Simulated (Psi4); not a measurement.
C$_{2}$H$_{6}$Si (SMILES C[Si]C), singlet, geometry from GFN2-xTB; Psi4 1.11 with M06-2X/def2-SVP.

Here is a job for Psi4.
```
memory 2 GB

molecule {
0 1
  Si   -0.25781853    0.11561357    0.69927516
  C     0.74714689    1.26727629   -0.47256628
  H     0.92573921    2.24312512   -0.02482989
  H     0.22513318    1.43369211   -1.41547096
  H     1.72091760    0.83786826   -0.71036843
  C    -0.40578857   -1.42035160   -0.45329187
  H     0.57448304   -1.79226401   -0.75330936
  H    -0.95623279   -1.18077588   -1.36366825
  H    -0.92873070   -2.24178365    0.03294363
}

set basis def2-svp
set e_convergence 1e-4

energy('m06-2x')
print_variables()
```

### Question
Write the output that Psi4 gives for this input, abridged.

### Answer

```
   => Loading Basis Set <=

    Name: DEF2-SVP
    Role: ORBITAL
    Keyword: BASIS

         ---------------------------------------------------------
                                   SCF
               by Justin Turney, Rob Parrish, Andy Simmonett
                          and Daniel G. A. Smith
                              RKS Reference
         ---------------------------------------------------------

  ==> Geometry <==

    Molecular point group: c1
    Full point group: C1

    Geometry (in Angstrom), charge = 0, multiplicity = 1:

       Center              X                  Y                   Z               Mass
    ------------   -----------------  -----------------  -----------------  -----------------
         SI          -0.231223557678     0.103687583311     0.627142233602    27.976926534650
         C            0.773741862322     1.255350303311    -0.544699206398    12.000000000000
         H            0.952334182322     2.231199133311    -0.096962816398     1.007825032230
         H            0.251728152322     1.421766123311    -1.487603886398     1.007825032230
         H            1.747512572322     0.825942273311    -0.782501356398     1.007825032230
         C           -0.379193597678    -1.432277586689    -0.525424796398    12.000000000000
         H            0.601078012322    -1.804189996689    -0.825442286398     1.007825032230
         H           -0.929637817678    -1.192701866689    -1.435801176398     1.007825032230
         H           -0.902135727678    -2.253709636689    -0.039189296398     1.007825032230

  Running in c1 symmetry.

  Rotational constants: A =      0.56308  B =      0.22599  C =      0.17148 [cm^-1]
  Rotational constants: A =  16880.80362  B =   6774.96600  C =   5140.87578 [MHz]
  Nuclear repulsion =   96.507459783035074

  Charge       = 0
  Multiplicity = 1
  Electrons    = 32
  Nalpha       = 16
  Nbeta        = 16

  ==> Algorithm <==

  SCF Algorithm Type is DF.
  DIIS enabled.
  MOM disabled.
  Fractional occupation disabled.
  Guess Type is SAD.
  Energy threshold   = 1.00e-04
  Density threshold  = 1.00e-06
  Integral threshold = 1.00e-12

  ==> Primary Basis <==

  Basis Set: DEF2-SVP
    Blend: DEF2-SVP
    Number of shells: 38
    Number of basis functions: 76
    Number of Cartesian functions: 79
    Spherical Harmonics?: true
    Max angular momentum: 2

  ==> DFT Potential <==

   => LibXC <=

    Version 7.1.2
    S. Lehtola, C. Steigemann, M. J. T. Oliveira, and M. A. L. Marques,  SoftwareX 7, 1–5 (2018) (10.1016/j.softx.2017.11.002)

   => Composite Functional: M06-2X <=

    Hybrid M06-2X Meta-GGA XC Functional  (10.1007/s00214-007-0310-x)
    Y. Zhao and D. G. Truhlar,  Theor. Chem. Acc., 120, 215, 2008

    Deriv               =              1
    GGA                 =           TRUE
    Meta                =           TRUE

    Exchange Hybrid     =           TRUE
    MP2 Hybrid          =          FALSE

   => Exchange Functionals <=

    1.0000   XC_HYB_MGGA_X_M06_2X

   => Exact (HF) Exchange <=

    0.5400               HF

   => Correlation Functionals <=

    1.0000   XC_MGGA_C_M06_2X

   => LibXC Density Thresholds  <==

    XC_MGGA_C_M06_2X:  1.00E-12
    XC_HYB_MGGA_X_M06_2X:  1.00E-15

   => Molecular Quadrature <=

    Radial Scheme          =       TREUTLER
    Pruning Scheme         =           NONE
    Nuclear Scheme         =       TREUTLER

    Blocking Scheme        =         OCTREE
    BS radius alpha        =              1
    Pruning alpha          =              1
    Radial Points          =             75
    Spherical Points       =            302
    Total Points           =         194331
    Total Blocks           =           1517
    Max Points             =            256
    Max Functions          =             76
    Weights Tolerance      =       1.00E-15

   => Loading Basis Set <=

    Name: (DEF2-SVP AUX)
    Role: JKFIT
    Keyword: DF_BASIS_SCF

  ==> Integral Setup <==

  SCF_SUBTYPE=INCORE selected. In-core MEM_DF algorithm will be used.
  Using in-core AOs.

  ==> MemDFJK: Density-Fitted J/K Matrices <==

    J tasked:                   Yes
    K tasked:                   Yes
    wK tasked:                   No
    Algorithm:                 Core
    Schwarz Cutoff:           1E-12
    Mask sparsity (%):       0.6233
    Fitting Condition:        1E-10

   => Auxiliary Basis Set <=

  Basis Set: (DEF2-SVP AUX)
    Blend: DEF2-UNIVERSAL-JKFIT
    Number of shells: 124
    Number of basis functions: 386
    Number of Cartesian functions: 453
    Spherical Harmonics?: true
    Max angular momentum: 4

  Minimum eigenvalue in the overlap matrix is 1.1248666103E-02.
  Reciprocal condition number of the overlap matrix is 2.0319284648E-03.
    Using symmetric orthogonalization.

  ==> Pre-Iterations <==

  SCF Guess: Superposition of Atomic Densities via on-the-fly atomic UHF (no occupation information).

   -------------------------
    Irrep   Nso     Nmo
   -------------------------
     A         76      76
   -------------------------
    Total      76      76
   -------------------------

  ==> Iterations <==

                           Total Energy        Delta E     RMS |[F,P]|

   @DF-RKS iter SAD:  -368.36731291441424   -3.68367e+02   0.00000e+00
   @DF-RKS iter   1:  -368.77173871803365   -4.04426e-01   9.43484e-03 DIIS/ADIIS
   @DF-RKS iter   2:  -368.81586108040676   -4.41224e-02   8.34201e-03 DIIS/ADIIS
   @DF-RKS iter   3:  -369.04498998490396   -2.29129e-01   4.16836e-04 DIIS/ADIIS
   @DF-RKS iter   4:  -369.04568390322686   -6.93918e-04   9.04882e-05 DIIS
   @DF-RKS iter   5:  -369.04572211165464   -3.82084e-05   1.89796e-05 DIIS
   @DF-RKS iter   6:  -369.04572371315447   -1.60150e-06   3.57546e-06 DIIS
   @DF-RKS iter   7:  -369.04572378887417   -7.57197e-08   9.96337e-07 DIIS
  Energy and wave function converged.

  ==> Post-Iterations <==

   Electrons on quadrature grid:
      Ntotal   =   32.0000389034 ; deviation = 3.890e-05

    Orbital Energies [Eh]
    ---------------------

    Doubly Occupied:

[...]
      16A     -0.253033

    Virtual:

[...]
    Final Occupation by Irrep:
              A
    DOCC [    16 ]
    NA   [    16 ]
    NB   [    16 ]

  @DF-RKS Final Energy:  -369.04572378887417

   => Energetics <=

    Nuclear Repulsion Energy =             96.5074597830350740
    One-Electron Energy =                -698.5255949468973995
    Two-Electron Energy =                 249.1495968800253991
    DFT Exchange-Correlation Energy =     -16.1771855050372260
    Empirical Dispersion Energy =           0.0000000000000000
    VV10 Nonlocal Energy =                  0.0000000000000000
    Total Energy =                       -369.0457237888741702

Computation Completed

Properties will be evaluated at   0.000000,   0.000000,   0.000000 [a0]

Properties computed using the SCF density matrix

 Multipole Moments:

 ------------------------------------------------------------------------------------
     Multipole            Electronic (a.u.)      Nuclear  (a.u.)        Total (a.u.)
 ------------------------------------------------------------------------------------

 L = 1.  Multiply by 2.5417464519 to convert [e a0] to [Debye]
 Dipole X            :         -1.4447943            1.6082309            0.1634366
 Dipole Y            :          0.6478891           -0.7211790           -0.0732899
 Dipole Z            :          3.9186817           -4.3619671           -0.4432853
 Magnitude           :                                                    0.4781055

 ------------------------------------------------------------------------------------

  Variable Map:
  ----------------------------------------------------------------------------
[...]
  Array Variable Map:
  ----------------------------------------------------------------------------
[...]
[...]
```
